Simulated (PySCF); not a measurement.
A calculated (B3LYP, PySCF 2.14, x2c-SVPall, scalar relativity by spin-free X2C-1e) atom or ion has these occupied shells.

```tsv
shell	electrons	orbital energy (eV)	rms radius, mean of both spins (bohr)
1s α	1	-524.59	0.231
1s β	1	-523.20	0.231
2s α	1	-26.868	1.27
2s β	1	-22.590	1.27
2p α	3	-11.449	1.37
2p β	1	-8.639	1.37
```

**Question.** Name the element and its charge.

**Answer.** O (oxygen, neutral), in [He] 2s2 2p4, high-spin 3P determinant.
